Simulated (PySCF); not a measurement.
**IrS(OH)2, doublet: structure and spectrum**

Computed with UPBE0/[Ir def2-SVP with ECP60, S def2-SVP, O def2-SVP, H def2-SVP], scalar-relativistic core potentials, density fitting, no spin–orbit coupling, PySCF.

The structure is a minimum.

```xyz
6
charge 0 multiplicity 2, angstrom
Ir    0.0000    0.0000    0.1398
S     0.0000    0.0000   -1.9243
O     0.0000   -1.6430    1.0061
O     0.0000    1.6430    1.0061
H     0.9127   -1.9314    1.1757
H    -0.9127    1.9314    1.1757
```

```json
{
 "Point group": "C2",
 "Bond lengths": "Ir–O 1.857 Å (×2), Ir–S 2.064 Å, O–H 0.972 Å (×2)",
 "Bond angles": "H–O–Ir 110.1° (×2), O–Ir–O 124.4°, O–Ir–S 117.8° (×2)",
 "Zero-point energy": "78.5 kJ/mol",
 "Spin squared ⟨S²⟩": "0.757",
 "Lowest empty level (β)": "-3.66 eV",
 "Dipole moment": "0.89 D",
 "Principal quadrupole moments (Buckingham, traceless) about the centre of mass": "-10.36, 0.10, 10.26 D Å",
 "Highest occupied level (α)": "-6.95 eV",
 "Atomisation energy without zero-point energy": "1940 kJ/mol",
 "Rotational symmetry number": "2",
 "Heat capacity Cp at 298.15 K": "80.6 J/(mol K)",
 "Principal polarisabilities": "40.8, 55.0, 77.0 bohr³",
 "Entropy at 298.15 K and 1 bar (electronic part: spin only)": "329.0 J/(mol K)",
 "Rotational constants": "0.1764, 0.1061, 0.06707 cm⁻¹",
 "Enthalpy at 298.15 K above 0 K": "16.79 kJ/mol"
}
```

Harmonic modes (masses in u: Ir 192.963, S 31.972, O 15.995, H 1.008):
| symmetry | ω (cm⁻¹) | IR (km/mol) | μ (u) |
| --- | --- | --- | --- |
| b | 161 | 0.6 | 12.81 |
| b | 173 | 0.2 | 7.69 |
| a | 195 | 0.7 | 7.83 |
| a | 552 | 43.3 | 19.02 |
| a | 569 | 153 | 1.13 |
| b | 611 | 75.7 | 1.10 |
| b | 714 | 111 | 11.05 |
| a | 721 | 33.7 | 7.82 |
| a | 950 | 52.8 | 1.12 |
| b | 958 | 140 | 1.12 |
| b | 3758 | 171 | 1.07 |
| a | 3762 | 38.5 | 1.07 |

In C2 the vibrations span 6b + 6a.

Charges (e):
```csv
atom,Mulliken,Löwdin,polar tensor,spin (Mulliken),Mayer order to Ir1
Ir1,0.41,-0.23,0.87,0.43,–
S2,-0.08,0.26,-0.22,0.59,1.99
"O3,4",-0.39,-0.12,-0.62,-0.01,1.04
"H5,6",0.22,0.10,0.29,0.00,0.02
```
Other Mayer orders above 0.3: O–H 0.93 (×2).

Mulliken populations on Ir1 (electrons outside its core potential): s 2.80, p 6.33, d 7.39, f 0.06.

Outer orbital energies (eV). α occupied: -11.80, -10.57, -9.97, -9.78, -8.56, -7.65, -7.38, -6.95; empty: -2.82, -2.63, 0.38, 0.79. β occupied: -12.01, -11.66, -10.07, -9.71, -9.09, -8.38, -7.44, -7.19; empty: -3.66, -2.62, -2.39, 0.44.

Other isomers or separated fragments may lie lower. With open d or f shells other occupations or spin states may lie lower. No spin–orbit coupling is included, which matters more the heavier the element.

The final relaxation and frequency run took 110 s on 2 threads of a shared Arm Neoverse V2 host, with 88 basis functions and 19 gradients; the process peaked at 1.4 GiB. Launch command: `OMP_NUM_THREADS=2 python axn.py task.json out`.
